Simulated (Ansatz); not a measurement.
Job for Ansatz (an electronic-structure program): U-B3LYP/def2-TZVPP on H2O2Re (SMILES [OH][Re][OH]), 2S+1 = 4, a spin state set in the input, which need not be the lowest. Elements past Kr take the def2 small-core potentials; no spin–orbit coupling.

Ansatz 0.2 input:
```yaml
crystal:
  periodic: [false, false, false]
  atoms:
    - {symbol: Re, position_ang: [0.14809464, -0.25498063, 0.13157149]}
    - {symbol: O, position_ang: [1.47649654, -0.07326041, -1.18850486]}
    - {symbol: H, position_ang: [1.74025609, 0.74599470, -1.62324024]}
    - {symbol: O, position_ang: [-1.39863057, -0.53283247, 1.16624624]}
    - {symbol: H, position_ang: [-2.01998786, 0.14482538, 1.45681314]}
basis:
  gaussian:
    orbitals: def2-TZVPP
hamiltonian:
  xc: {name: B3LYP}
magnetization: {spin_polarized: true, initial_magnetization: 3}
```

It printed:

```
WARN ansatz: RAYON_NUM_THREADS=1 ignored (pool sized by the plan → 1); use --threads N
Functional definition: B3LYP
integrals: 0.05 GiB planned
808 factors; their error is unknown
mean field: 0.61 GiB planned
mean field evaluation 1: about -6249.4790 eV, gradient 5.5e1 eV
mean field evaluation 2: about -6138.3909 eV, gradient 1.6e2 eV
mean field evaluation 4: about -6258.9917 eV, gradient 8.2e0 eV
mean field evaluation 8: about -6259.3024 eV, gradient 1.4e-1 eV
mean field evaluation 16: about -6259.3175 eV, gradient 6.5e-3 eV
mean field evaluation 32: about -6259.3175 eV, gradient 3.3e-5 eV
mean field -6259.31748326 eV, -230.0256747921 hartree, gradient 7.4e-6 eV, S^2 3.768346; 6 other end points of the search recorded, 0 dependent functions left out
reference -6259.31770711 eV, -230.0256830185 hartree; 18, 15 occupied and 128, 131 virtual orbitals, 808 factors
Total energy: -6259.31770711 eV, -230.0256830185 hartree
```

Self-consistency was reached.

Cost: about 9 core-seconds (a rough figure).
